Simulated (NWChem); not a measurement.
Species: silanone (SiH$_{2}$O); SMILES O=[SiH2]

Program: NWChem. Pople sets run with spherical d functions. STO-3G and 3-21G are far too small for this property and stand as cheap habits. Structure relaxed at the PBE-D3(BJ)/def2-SVP level. Field at 589 nm.

```json
[
 {"level": "B3LYP/STO-3G", "isotropic polarisability (bohr³)": "(withheld)", "anisotropy (bohr³)": "(withheld)"},
 {"level": "B3LYP/6-31G*", "isotropic polarisability (bohr³)": "23.9", "anisotropy (bohr³)": "10.6"},
 {"level": "B3LYP/def2-SVP", "isotropic polarisability (bohr³)": "25.4", "anisotropy (bohr³)": "11.1"},
 {"level": "B3LYP/def2-SVPD", "isotropic polarisability (bohr³)": "32.8", "anisotropy (bohr³)": "10.4"},
 {"level": "B3LYP/aug-cc-pVDZ", "isotropic polarisability (bohr³)": "33.0", "anisotropy (bohr³)": "11.5"},
 {"level": "B3LYP/def2-TZVPD", "isotropic polarisability (bohr³)": "33.2", "anisotropy (bohr³)": "10.7"}
]
```

Problem. Fill in the missing entries.

Solution. 
- B3LYP/STO-3G, isotropic polarisability (bohr³): 12.2
- B3LYP/STO-3G, anisotropy (bohr³): 9.4
